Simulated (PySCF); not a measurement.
C₂H₆Cl₂FGeN, singlet, geometry from GFN2-xTB, with bond 7-4 at 1.4 times its length; CASSCF(4,3)/STO-3G run with PySCF.

The PySCF input:
```python
from pyscf import gto, scf, mcscf
import numpy

mol = gto.Mole()
mol.atom = '''
    C    -2.26651330    1.21322078    0.52634304
    N    -1.59455394    0.08906291   -0.10276147
    C    -2.29163116   -1.16309606    0.12583514
    Ge    0.25371552    0.10137871   -0.10972661
    F     0.57338996    1.65816281   -0.88382576
    Cl    1.02670042   -1.36761438   -1.38799431
    Cl    1.75625587    0.29691009    2.45934909
    H    -3.26281786    1.30795581    0.09056751
    H    -1.70907608    2.12572506    0.32189089
    H    -2.36790927    1.08834737    1.61056944
    H    -3.28121839   -1.09701048   -0.33102872
    H    -2.41516510   -1.38718354    1.19164665
    H    -1.74467941   -1.97791028   -0.34636464
'''
mol.basis = 'sto-3g'
mol.verbose = 4
mol.build()

mf = scf.RHF(mol)
mf.kernel()
mc = mcscf.CASSCF(mf, 3, 4)
mc.fix_spin_(ss=0.0)
mc.kernel()
occ = numpy.linalg.eigvalsh(mc.fcisolver.make_rdm1(mc.ci, mc.ncas, mc.nelecas))[::-1]
ss = mc.fcisolver.spin_square(mc.ci, mc.ncas, mc.nelecas)[0]
print('natural occupations', occ.round(4), ' <S^2>', round(ss, 4))
```

Q: What does PySCF print? Leave out banner, timings and long lists.

A: 
```
PySCF version 2.14.0

[INPUT] verbose = 4
[INPUT] num. atoms = 13
[INPUT] num. electrons = 100
[INPUT] charge = 0
[INPUT] spin (= nelec alpha-beta = 2S) = 0
[INPUT] symmetry False subgroup None
[INPUT] Mole.unit = angstrom
[INPUT] Symbol           X                Y                Z      unit          X                Y                Z       unit  Magmom
[INPUT]  1 C     -2.266513300000   1.213220780000   0.526343040000 AA   -4.283089394684   2.292655002831   0.994644193171 Bohr   0.0
[INPUT]  2 N     -1.594553940000   0.089062910000  -0.102761470000 AA   -3.013270237446   0.168304507757  -0.194191034458 Bohr   0.0
[INPUT]  3 C     -2.291631160000  -1.163096060000   0.125835140000 AA   -4.330555270919  -2.197933009961   0.237793951446 Bohr   0.0
[INPUT]  4 Ge     0.253715520000   0.101378710000  -0.109726610000 AA    0.479452846352   0.191577996762  -0.207353241477 Bohr   0.0
[INPUT]  5 F      0.573389960000   1.658162810000  -0.883825760000 AA    1.083549986975   3.133473580839  -1.670188628236 Bohr   0.0
[INPUT]  6 Cl     1.026700420000  -1.367614380000  -1.387994310000 AA    1.940182605776  -2.584416622217  -2.622929108355 Bohr   0.0
[INPUT]  7 Cl     1.756255870000   0.296910090000   2.459349090000 AA    3.318842598960   0.561078753720   4.647496224798 Bohr   0.0
[INPUT]  8 H     -3.262817860000   1.307955810000   0.090567510000 AA   -6.165832149739   2.471678263934   0.171147789684 Bohr   0.0
[INPUT]  9 H     -1.709076080000   2.125725060000   0.321890890000 AA   -3.229685717245   4.017038179525   0.608285624092 Bohr   0.0
[INPUT] 10 H     -2.367909270000   1.088347370000   1.610569440000 AA   -4.474700008119   2.056678457691   3.043535146194 Bohr   0.0
[INPUT] 11 H     -3.281218390000  -1.097010480000  -0.331028720000 AA   -6.200604111986  -2.073049362978  -0.625553620165 Bohr   0.0
[INPUT] 12 H     -2.415165100000  -1.387183540000   1.191646650000 AA   -4.564000584608  -2.621396975105   2.251885805755 Bohr   0.0
[INPUT] 13 H     -1.744679410000  -1.977910280000  -0.346364640000 AA   -3.296966260068  -3.737708728162  -0.654534308834 Bohr   0.0

nuclear repulsion = 788.863237013568
number of shells = 36
number of NR pGTOs = 186
number of NR cGTOs = 62
basis = sto-3g
ecp = {}

******** <class 'pyscf.scf.hf.RHF'> ********
method = RHF
initial guess = minao
damping factor = 0
level_shift factor = 0
DIIS = <class 'pyscf.scf.diis.CDIIS'>
diis_start_cycle = 1
diis_space = 8
diis_damp = 0
SCF conv_tol = 1e-09
SCF conv_tol_grad = None
SCF max_cycles = 50
direct_scf = True
direct_scf_tol = 1e-13
Set gradient conv threshold to 3.16228e-05
Initial guess from minao.
init E= -3187.99386155566
  HOMO = -0.444624491853903  LUMO = -0.343106649578678  gap/eV = 2.76244
cycle= 1 E= -3190.71080401484  delta_E= -2.72  |g|= 0.658  |ddm|= 4.24
  HOMO = -0.115624612026771  LUMO = 0.0297655265888356  gap/eV = 3.95627
cycle= 2 E= -3190.93583152842  delta_E= -0.225  |g|= 0.507  |ddm|= 2.34
  HOMO = -0.228979624189599  LUMO = 0.0570112878849577  gap/eV = 7.78221
cycle= 3 E= -3191.02167934317  delta_E= -0.0858  |g|= 0.0976  |ddm|= 0.747
  HOMO = -0.277715696023734  LUMO = 0.0510697169099348  gap/eV = 8.94671
cycle= 4 E= -3191.0303922396  delta_E= -0.00871  |g|= 0.0448  |ddm|= 0.312
  HOMO = -0.285695428285249  LUMO = 0.0526789681944092  gap/eV = 9.20764
cycle= 5 E= -3191.03233616357  delta_E= -0.00194  |g|= 0.0146  |ddm|= 0.158
  HOMO = -0.287018281148432  LUMO = 0.0506635908182386  gap/eV = 9.18879
cycle= 6 E= -3191.03268142658  delta_E= -0.000345  |g|= 0.0047  |ddm|= 0.0863
  HOMO = -0.288395436733256  LUMO = 0.0500461047445788  gap/eV = 9.20946
cycle= 7 E= -3191.03270723428  delta_E= -2.58e-05  |g|= 0.00106  |ddm|= 0.0244
  HOMO = -0.288621839636202  LUMO = 0.050173210721415  gap/eV = 9.21908
cycle= 8 E= -3191.0327083411  delta_E= -1.11e-06  |g|= 0.000306  |ddm|= 0.0041
  HOMO = -0.288612643404588  LUMO = 0.0500975557601444  gap/eV = 9.21677
cycle= 9 E= -3191.03270846491  delta_E= -1.24e-07  |g|= 8.82e-05  |ddm|= 0.00152
  HOMO = -0.288605414349409  LUMO = 0.0501006068048215  gap/eV = 9.21666
cycle= 10 E= -3191.03270847537  delta_E= -1.05e-08  |g|= 3.17e-05  |ddm|= 0.000388
  HOMO = -0.288610900164282  LUMO = 0.0501010293387769  gap/eV = 9.21682
cycle= 11 E= -3191.03270847671  delta_E= -1.34e-09  |g|= 1.2e-05  |ddm|= 0.000142
  HOMO = -0.288608684652063  LUMO = 0.0501013421604884  gap/eV = 9.21677
cycle= 12 E= -3191.03270847691  delta_E= -1.99e-10  |g|= 3.62e-06  |ddm|= 6.18e-05
  HOMO = -0.28860829366716  LUMO = 0.0501015491360677  gap/eV = 9.21676
Extra cycle  E= -3191.03270847694  delta_E= -3.64e-11  |g|= 2.13e-06  |ddm|= 1.42e-05
converged SCF energy = -3191.03270847694

******** <class 'pyscf.mcscf.mc1step.CASSCF'> ********
CAS (2e+2e, 3o), ncore = 48, nvir = 11
max_cycle_macro = 50
max_cycle_micro = 4
conv_tol = 1e-07
conv_tol_grad = None
orbital rotation max_stepsize = 0.02
orbital rotation threshold for CI restart = 0.01
augmented hessian ah_max_cycle = 30
augmented hessian ah_conv_tol = 1e-12
augmented hessian ah_linear dependence = 1e-14
augmented hessian ah_level shift = 1e-08
augmented hessian ah_start_tol = 2.5
augmented hessian ah_start_cycle = 3
augmented hessian ah_grad_trust_region = 3
kf_trust_region = 3
kf_interval = 4
ci_response_space = 4
ci_grad_trust_region = 3
with_dep4 0
natorb = False
canonicalization = True
sorting_mo_energy = False
ao2mo_level = 2
internal_rotation = False
******** <class 'pyscf.fci.addons.SpinPenaltyFCISolver'> ********
max. cycles = 50
conv_tol = 1e-08
davidson only = True
linear dependence = 1e-12
level shift = 0.001
max iter space = 12
nroots = 1
pspace_size = 400
spin = None
CASCI E = -3191.05365020164  S^2 = 0.0000000
Set conv_tol_grad to 0.000316228
macro iter   1 ( 21 JK    4 micro), CASSCF E = -3191.06294742537  dE = -9.29722373e-03  S^2 = 0.0000000
               |grad[o]|=0.041  |grad[c]|=0.0165  |ddm|=0.0654  |maxRot[o]|=0.133
macro iter   2 ( 21 JK    4 micro), CASSCF E = -3191.06500882402  dE = -2.06139865e-03  S^2 = 0.0000000
               |grad[o]|=0.0174  |grad[c]|=0.0108  |ddm|=0.027  |maxRot[o]|=0.101
macro iter   3 ( 17 JK    4 micro), CASSCF E = -3191.06585102558  dE = -8.42201564e-04  S^2 = 0.0000000
               |grad[o]|=0.0101  |grad[c]|=0.00983  |ddm|=0.0112  |maxRot[o]|=0.0927
macro iter   4 ( 17 JK    4 micro), CASSCF E = -3191.06595994152  dE = -1.08915934e-04  S^2 = 0.0000000
               |grad[o]|=0.00546  |grad[c]|=0.0138  |ddm|=0.0021  |maxRot[o]|=0.111
macro iter   5 ( 17 JK    4 micro), CASSCF E = -3191.06602913214  dE = -6.91906175e-05  S^2 = 0.0000000
               |grad[o]|=0.00453  |grad[c]|=0.0331  |ddm|=0.00245  |maxRot[o]|=0.193
macro iter   6 ( 21 JK    4 micro), CASSCF E = -3191.06607213586  dE = -4.30037217e-05  S^2 = 0.0000000
               |grad[o]|=0.00431  |grad[c]|=0.0237  |ddm|=0.00225  |maxRot[o]|=0.125
macro iter   7 ( 21 JK    4 micro), CASSCF E = -3191.06609271832  dE = -2.05824663e-05  S^2 = 0.0000000
               |grad[o]|=0.00521  |grad[c]|=0.00291  |ddm|=0.000505  |maxRot[o]|=0.0664
macro iter   8 ( 21 JK    4 micro), CASSCF E = -3191.06610926616  dE = -1.65478323e-05  S^2 = 0.0000000
               |grad[o]|=0.00542  |grad[c]|=0.00549  |ddm|=0.000355  |maxRot[o]|=0.0493
macro iter   9 ( 21 JK    4 micro), CASSCF E = -3191.06611627971  dE = -7.01355839e-06  S^2 = 0.0000000
               |grad[o]|=0.00643  |grad[c]|=0.0316  |ddm|=0.00221  |maxRot[o]|=0.184
macro iter  10 (  7 JK    2 micro), CASSCF E = -3191.06614063716  dE = -2.43574464e-05  S^2 = 0.0000000
               |grad[o]|=0.00595  |grad[c]|=0.016  |ddm|=0.000619  |maxRot[o]|=0.0698
macro iter  11 (  7 JK    2 micro), CASSCF E = -3191.06619136894  dE = -5.07317809e-05  S^2 = 0.0000000
               |grad[o]|=0.00603  |grad[c]|=0.028  |ddm|=0.00147  |maxRot[o]|=0.0685
macro iter  12 (  7 JK    2 micro), CASSCF E = -3191.06628940749  dE = -9.80385530e-05  S^2 = 0.0000000
               |grad[o]|=0.00617  |grad[c]|=0.0271  |ddm|=0.00229  |maxRot[o]|=0.0693
macro iter  13 (  7 JK    2 micro), CASSCF E = -3191.06646744510  dE = -1.78037609e-04  S^2 = 0.0000000
               |grad[o]|=0.00619  |grad[c]|=0.0196  |ddm|=0.00363  |maxRot[o]|=0.0697
macro iter  14 (  7 JK    2 micro), CASSCF E = -3191.06677566673  dE = -3.08221631e-04  S^2 = 0.0000000
               |grad[o]|=0.00606  |grad[c]|=0.0105  |ddm|=0.00605  |maxRot[o]|=0.0697
macro iter  15 (  7 JK    2 micro), CASSCF E = -3191.06730361817  dE = -5.27951435e-04  S^2 = 0.0000000
               |grad[o]|=0.00625  |grad[c]|=0.00394  |ddm|=0.0108  |maxRot[o]|=0.0694
macro iter  16 (  7 JK    2 micro), CASSCF E = -3191.06785812017  dE = -5.54501999e-04  S^2 = 0.0000000
               |grad[o]|=0.00808  |grad[c]|=0.0024  |ddm|=0.0121  |maxRot[o]|=0.0699
macro iter  17 ( 21 JK    4 micro), CASSCF E = -3191.06776689563  dE =  9.12245378e-05  S^2 = 0.0000000
               |grad[o]|=0.0083  |grad[c]|=0.00446  |ddm|=0.00801  |maxRot[o]|=0.165
macro iter  18 ( 21 JK    4 micro), CASSCF E = -3191.06784894282  dE = -8.20471923e-05  S^2 = 0.0000000
               |grad[o]|=0.00249  |grad[c]|=0.00102  |ddm|=0.00308  |maxRot[o]|=0.0398
macro iter  19 ( 17 JK    4 micro), CASSCF E = -3191.06794433487  dE = -9.53920471e-05  S^2 = 0.0000000
               |grad[o]|=0.00175  |grad[c]|=0.00141  |ddm|=0.00411  |maxRot[o]|=0.0629
macro iter  20 (  7 JK    2 micro), CASSCF E = -3191.06806594263  dE = -1.21607763e-04  S^2 = 0.0000000
               |grad[o]|=0.00129  |grad[c]|=0.000966  |ddm|=0.00461  |maxRot[o]|=0.049
macro iter  21 (  7 JK    2 micro), CASSCF E = -3191.06814438106  dE = -7.84384256e-05  S^2 = 0.0000000
               |grad[o]|=0.00127  |grad[c]|=0.000214  |ddm|=0.00501  |maxRot[o]|=0.0601
macro iter  22 (  7 JK    2 micro), CASSCF E = -3191.06818635668  dE = -4.19756252e-05  S^2 = 0.0000000
               |grad[o]|=0.00124  |grad[c]|=0.000979  |ddm|=0.0056  |maxRot[o]|=0.0648
macro iter  23 ( 10 JK    3 micro), CASSCF E = -3191.06816077068  dE =  2.55860068e-05  S^2 = 0.0000000
               |grad[o]|=0.00111  |grad[c]|=0.00123  |ddm|=0.00151  |maxRot[o]|=0.0369
macro iter  24 ( 21 JK    4 micro), CASSCF E = -3191.06816304613  dE = -2.27545570e-06  S^2 = 0.0000000
               |grad[o]|=0.000648  |grad[c]|=0.000303  |ddm|=0.00118  |maxRot[o]|=0.00797
macro iter  25 (  7 JK    2 micro), CASSCF E = -3191.06818749848  dE = -2.44523485e-05  S^2 = 0.0000000
               |grad[o]|=0.00047  |grad[c]|=0.000828  |ddm|=0.00209  |maxRot[o]|=0.0376
macro iter  26 ( 17 JK    4 micro), CASSCF E = -3191.06810916769  dE =  7.83307860e-05  S^2 = 0.0000000
               |grad[o]|=0.000454  |grad[c]|=0.005  |ddm|=0.00384  |maxRot[o]|=0.0793
macro iter  27 ( 21 JK    4 micro), CASSCF E = -3191.06811575019  dE = -6.58249201e-06  S^2 = 0.0000000
               |grad[o]|=0.000783  |grad[c]|=0.000161  |ddm|=0.00078  |maxRot[o]|=0.0115
macro iter  28 (  7 JK    2 micro), CASSCF E = -3191.06815779750  dE = -4.20473120e-05  S^2 = 0.0000000
               |grad[o]|=0.000563  |grad[c]|=0.00042  |ddm|=0.00193  |maxRot[o]|=0.0328
macro iter  29 (  7 JK    2 micro), CASSCF E = -3191.06818859949  dE = -3.08019903e-05  S^2 = 0.0000000
               |grad[o]|=0.000346  |grad[c]|=0.00127  |ddm|=0.00267  |maxRot[o]|=0.0479
macro iter  30 (  7 JK    2 micro), CASSCF E = -3191.06819305687  dE = -4.45738578e-06  S^2 = 0.0000000
               |grad[o]|=0.000324  |grad[c]|=0.000487  |ddm|=0.00127  |maxRot[o]|=0.0273
macro iter  31 (  9 JK    2 micro), CASSCF E = -3191.06819312952  dE = -7.26467988e-08  S^2 = 0.0000000
               |grad[o]|=0.000223  |grad[c]|=3.96e-05  |ddm|=0.000494  |maxRot[o]|=0.00183
1-step CASSCF converged in  31 macro (412 JK  93 micro) steps
CASSCF canonicalization
Density matrix diagonal elements [1.9937439  1.82874572 0.17751038]
CASSCF energy = -3191.06819312952
CASCI E = -3191.06819312952  E(CI) = -3.24067177975849  S^2 = 0.0000000
natural occupations [1.9945 1.8383 0.1671]  <S^2> 0.0
```
